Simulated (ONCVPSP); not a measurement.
## Reading a pseudo-wave (chromium)

Columns: radius, all-electron u(r) and pseudo u(r) of the 3d shell (level -3.13 eV) of chromium in the configuration [Ne] 3s2 3p6 3d5 4s1; LDA (Perdew-Wang 92), scalar-relativistic, ONCV scheme, ONCVPSP 4.0.1.

| r (bohr) | all-electron | pseudo |
| --- | --- | --- |
| 0.090 | 0.0354 | 0.0091 |
| 0.180 | 0.1588 | 0.0662 |
| 0.270 | 0.3201 | 0.1912 |
| 0.360 | 0.4746 | 0.3671 |
| 0.450 | 0.6009 | 0.5512 |
| 0.540 | 0.6931 | 0.7008 |
| 0.630 | 0.7532 | 0.7935 |
| 0.720 | 0.7864 | 0.8310 |
| 0.810 | 0.7988 | 0.8310 |
| 0.900 | 0.7961 | 0.8128 |
| 0.990 | 0.7829 | 0.7889 |
| 1.080 | 0.7626 | 0.7639 |
| 1.170 | 0.7378 | 0.7379 |
| 1.260 | 0.7105 | 0.7104 |
| 1.350 | 0.6818 | 0.6818 |
| 1.440 | 0.6527 | 0.6526 |
| 1.530 | 0.6237 | 0.6237 |
| 1.620 | 0.5953 | 0.5953 |
| 1.710 | 0.5677 | 0.5677 |
| 1.800 | 0.5412 | 0.5412 |
| 1.890 | 0.5157 | 0.5157 |
| 1.980 | 0.4914 | 0.4914 |
| 2.070 | 0.4682 | 0.4682 |
| 2.160 | 0.4462 | 0.4462 |
| 2.250 | 0.4252 | 0.4252 |
| 2.340 | 0.4053 | 0.4053 |

Task: How many radial nodes do the two functions have?

Result: The all-electron 3d function has n − l − 1 = 0; the pseudo-wave has 0.

Task: At about which radius was the pseudo-wave matched?

Result: 1.25 bohr, where the columns begin to agree (steps of 0.09 bohr).

Task: Where does each function peak?

Result: Outermost all-electron maximum near 0.81 bohr, pseudo maximum near 0.72 bohr (to the table’s step).

Task: Is the pseudo-wave norm-conserving?

Result: Yes: the ONCV scheme keeps the norm inside the radius equal to the all-electron one, which fixes the energy derivative of the logarithmic derivative at the level.
